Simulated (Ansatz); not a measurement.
`CCOB(O)O` + H₂ → `COB(O)O` + CH₄  (hydrogenolysis of a C–C bond)

Isolated molecules relaxed with PBE0-D4/def2-TZVP in Ansatz; ΔE leaves out vibrations. CCSD(T)/CBS is the MP2 limit (def2-TZVPP, def2-QZVPP) plus CCSD(T) − MP2 in def2-TZVPP, frozen cores. This one scheme is used for every species. Functionals use def2-TZVPP. B3LYP here is the variant with VWN-RPA as its local correlation; programs differ in this. One conformer a species, not always the lowest.

CCSD(T)/CBS gives -13.1 kcal/mol.

(1) Another level gave -13.4 kcal/mol. Which?
A. HF/def2-TZVPP
B. r2SCAN-D4/def2-TZVPP
C. B3LYP/def2-TZVPP
D. B2PLYP/def2-TZVPP

Largest T1 diagnostic among the species: 0.012.

Results:

(1) B. r2SCAN-D4 -13.4, HF/def2-TZVPP -17.3, B2PLYP -14.7, B3LYP -15.6 kcal/mol.

In def2-TZVPP, CCSD(T) changes the Hartree–Fock value by +3.8 kcal/mol (the triples alone add +0.8 kcal/mol) and MP2 by +4.4 kcal/mol. The D4 term adds +1.5 kcal/mol with B3LYP and +0.9 kcal/mol with PBE0; it sums over pairs of atoms, weighted by their polarisabilities, and B3LYP, whose exchange is more repulsive, gets the larger term.
